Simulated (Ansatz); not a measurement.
Reaction (ligand exchange at a Ta–C bond): `[CH3][Ta]([NH2])([F])=[S]` + H–F → `[NH2][Ta]([F])([F])=[S]` + CH₄

Calculated with Ansatz (gas phase, PBE0-D4/def2-TZVP geometries, no zero-point term in ΔE). CCSD(T)/CBS is the MP2 limit (def2-TZVPP, def2-QZVPP) plus CCSD(T) − MP2 in def2-TZVPP, frozen cores. This one scheme is used for every species. Functionals use def2-TZVPP. def2 core potentials past Kr. For Ta outer-core shells are correlated without core-valence functions, which leaves a few kJ/mol of doubt a bond. One conformer a species, not always the lowest.

| species | PBE energy (Eh) |
| --- | --- |
| `[CH3][Ta]([NH2])([F])=[S]` | -650.86009 |
| H–F | -100.39340 |
| `[NH2][Ta]([F])([F])=[S]` | -710.86167 |
| CH₄ | -40.46430 |

Task: Work out ΔE.

Result: ΔE = (-710.86167) + (-40.46430) − (-650.86009) − (-100.39340) = -0.07248 Eh = -190.3 kJ/mol. CCSD(T)/CBS gives -173.9 kJ/mol.

Task: What do rigid-rotor, harmonic-oscillator terms from PBE0-D4/def2-TZVP frequencies (298.15 K, 1 bar) make of the CCSD(T)/CBS value? (Estimate.)

Result: Ansatz gave: ΔZPE = +6.8 kJ/mol, ΔH = -169.0 kJ/mol, ΔS = -8 J/(mol·K), ΔG = -166.6 kJ/mol.

Largest T1 diagnostic among the species: 0.020, so the coupled-cluster value is less sure than usual.

At CCSD(T), def2-SVP lies −24.2 kJ/mol from the extrapolated value and def2-TZVPP −3.4 kJ/mol. From r2SCAN to r2SCAN0 (25 % exact exchange), in def2-TZVPP and without D4, ΔE moves by +7.3 kJ/mol.
